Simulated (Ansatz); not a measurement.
`[NH2][W](=[O])([OH])=[S]` + HCl → `[NH2][W](=[O])(=[S])[Cl]` + H₂O at 298.15 K and 1 bar (ligand exchange at a W–O bond).

Calculated with Ansatz (gas phase, PBE0-D4/def2-TZVP geometries, no zero-point term in ΔE). CCSD(T)/CBS adds triple-zeta CCSD(T) − MP2 to the extrapolated MP2 energy (def2 sets, frozen cores). This one scheme is used for every species. Elements past krypton have def2 core potentials. For W outer-core shells are correlated without core-valence functions, which leaves a few kJ/mol of doubt a bond. One conformer a species, not always the lowest.

```
                   species  CCSD(T)/CBS energy (Eh)  H − E (kJ/mol)  S (J/(mol·K))
`[NH2][W](=[O])([OH])=[S]`               -671.76091           136.4          360.3
                       HCl               -460.38127            26.6          186.8
`[NH2][W](=[O])(=[S])[Cl]`              -1055.77782           105.1          359.8
                       H₂O                -76.37941            66.4          188.7
```

H − E and S are ideal-gas, rigid-rotor, harmonic terms from PBE0-D4/def2-TZVP, for one conformer and one mirror image of each species. 1 Eh = 2625.50 kJ/mol, R = 8.31446 J/(mol·K).

Problem. By hand: ΔE, ΔH, ΔS and ΔG.

Solution. ΔE = (-1055.77782) + (-76.37941) − (-671.76091) − (-460.38127) = -0.01505 Eh = -39.5 kJ/mol. Δ(H − E) = 105.1 + 66.4 − 136.4 − 26.6 = 8.5, so ΔH = -31.0 kJ/mol. ΔS = 359.8 + 188.7 − 360.3 − 186.8 = 1.4 J/(mol·K). ΔG = -31.0 − 298.15 × (1.4)/1000 = -31.4 kJ/mol.

Problem. By hand: the equilibrium constant, and the temperature at which ΔG would vanish if ΔH and ΔS stayed fixed.

Solution. log₁₀ K = −ΔG/(RT ln 10) = 5.5. ΔH and −TΔS have one sign here, so there is no such temperature.

The number of gas molecules stays the same, so ΔS is small and ΔH decides. A doubt of 5 kJ/mol in ΔE shifts log₁₀ K by 0.9 here. Other conformers and mirror images would add mixing entropy, several J/(mol·K) or more a flexible species. These are equilibria of isolated gas molecules and say nothing of rates. Largest T1 diagnostic: 0.022 (customary marks: 0.02 for closed shells, 0.045 for open ones).

ΔS is within the doubt of such terms, so its sign, and with it that verdict, could turn.
